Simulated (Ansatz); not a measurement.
C$_{2}$H$_{8}$SeSi, SMILES `C[SiH](C)[SeH]`. The species carries charge 0 and has multiplicity 1.

| atom | x (Å) | y (Å) | z (Å) |
| --- | --- | --- | --- |
| C1 | 0.052 | 1.695 | 0.412 |
| Si2 | 0.020 | 0.066 | -0.498 |
| C3 | -0.779 | -1.286 | 0.510 |
| Se4 | 2.215 | -0.426 | -0.942 |
| H5 | 0.613 | 1.608 | 1.346 |
| H6 | 0.513 | 2.477 | -0.194 |
| H7 | -0.966 | 2.010 | 0.656 |
| H8 | -0.710 | 0.212 | -1.788 |
| H9 | -1.823 | -1.035 | 0.722 |
| H10 | -0.763 | -2.237 | -0.026 |
| H11 | -0.255 | -1.421 | 1.459 |
| H12 | 1.884 | -1.665 | -1.658 |

(1) List the harmonic frequencies (cm⁻¹, unscaled) at PBE0-D4/def2-TZVP in Ansatz. (Estimate.)

(2) Is this a minimum?

(3) Give the ideal-gas thermochemistry at 298.15 K and 1 bar (rigid rotor, harmonic oscillator; point group C1, symmetry number 1).

(4) Rotational constants (cm⁻¹)?

Results:

(1) Ansatz gave: 129, 154, 156, 167, 184, 224, 384, 593, 628, 662, 703, 715, 791, 857, 881, 908, 1273, 1279, 1441, 1443, 1449, 1456, 2204, 2443, 3047, 3051, 3130, 3134, 3143, 3144.

(2) Yes, all 30 modes are real.

(3) Zero-point energy 237.9 kJ/mol; H(298) − E = 260.8 kJ/mol; entropy 362.6 J/(mol·K), of which translation 170.4, rotation 114.8, vibration 77.3; G(298) − E = 152.7 kJ/mol.

(4) 0.1747, 0.06352, 0.05091.
